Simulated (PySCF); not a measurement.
# Bond length, frequency and bond energy of KMg⁻ by level of theory

State: ¹Σ⁺ (singlet), closed shell. Set-up: PySCF, no relativity, basis sets K aug-pcseg-1, Mg aug-pcseg-1. De refers to K⁻ + Mg in their ground configurations, without counterpoise correction. A positive dipole points towards Mg; it is taken about the centre of mass and depends on that origin. Levels whose curve was spin-contaminated or gave no clean fit are not listed.

| Level | Re (Å) | ωe (cm⁻¹) | De (eV) | μ (D) |
| --- | --- | --- | --- | --- |
| RHF-MP2 | 4.742 | 31.9 | n/a | n/a |
| PBE | 4.240 | 62.7 | 0.293 | 3.48 |
| PBEsol | 4.167 | 66.9 | 0.321 | 3.41 |
| r²SCAN | 4.256 | 64.4 | 0.282 | 3.57 |
| PBE0 | 4.305 | 59.4 | 0.243 | 3.72 |
| M06 | 4.016 | 74.7 | 0.292 | 2.76 |
| B2PLYP | 4.502 | 44.2 | 0.115 | 5.32 |

The bond length runs from 4.016 Å (M06) to 4.742 Å (RHF-MP2). De spans 0.12 eV (B2PLYP, double hybrid) to 0.32 eV (PBEsol, GGA).

Correlated steps freeze 6 core orbitals. Closed-shell solutions of metal pairs were not tested for spin polarisation, which can lower them a little. The bond is weak. Basis-set superposition, not corrected here, can be much of De in a small basis, most of all at correlated wavefunction levels. For an ion De counts to the pair picked by the measured ionisation energies or electron affinities, which need not be the lowest pair at this level. The highest Kohn–Sham level is positive in this anion. Much of that is self-interaction error, but it also means that the finite basis helps to hold the extra electron. B2PLYP dipoles, levels and charges come from its SCF part alone.

The whole job (state search and all levels along the bond) took about 2.1 min on 1 thread of Arm Neoverse V1 (shared host), peak memory 0.56 GiB.
